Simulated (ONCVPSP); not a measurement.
# Which setting gave this result? (aluminium, ONCV)

Base potential:

```
Element                 : Al (Z = 13)
Generator               : ONCVPSP 4.0.1
Type                    : optimised norm-conserving Vanderbilt (ONCV)
Functional              : Wu-Cohen
Relativity              : scalar-relativistic
Frozen core             : [He]
Valence charge          : 11
Reference configuration : 2s2 2p6 3s1.5 3p1.5
Partial waves           : 2s+3s: rc 1.20 bohr, ncon 4, nbas 7, qcut 9 1/bohr, 2 projectors; 2p+3p: rc 1.25 bohr, ncon 4, nbas 8, qcut 11.2 1/bohr, 2 projectors
Local potential         : polynomial inside 1.15 bohr (lpopt 5, dvloc0 0 Ha)
Core correction         : polynomial model core, fcfact 0.35
```

Cutoffs, loose and tight: the cutoffs (Ha) at which the residual kinetic energy of the hardest occupied pseudo-wave falls to 1 and 0.1 mHa per electron. They do not see the model core or the augmentation charge, which bear on the density cutoff. Test errors are all-electron minus pseudo excitation energies from the reference, over the configurations 2s2 2p6 3s2 3p1; 2s2 2p6 3s2 3p0; 2s2 2p6 3s1 3p0; 2s1 2p6 3s2 3p1; variants that change the core or the reference have their own tests.

Only the p radius is moved:

```tsv
p radius (bohr)	cutoff, loose	cutoff, tight	bound ghosts	largest test error (meV)
0.94	95 Ha	228 Ha	none	-422
1.12	55 Ha	65 Ha	none	-501
1.26	50 Ha	56 Ha	none	-558
1.44	45 Ha	51 Ha	none	-618
1.82	36 Ha	42 Ha	none	-686
```

Task: One more run gave cutoff, loose: 41 Ha; cutoff, tight: 47 Ha; bound ghosts: none; largest test error (meV): -650. Which value of the p radius was used?

Result: 1.58 bohr. The loose cutoff moves one way along this sweep, from 95 Ha at 0.94 to 36 Ha at 1.82 bohr, which places the run between 1.44 and 1.82 bohr.
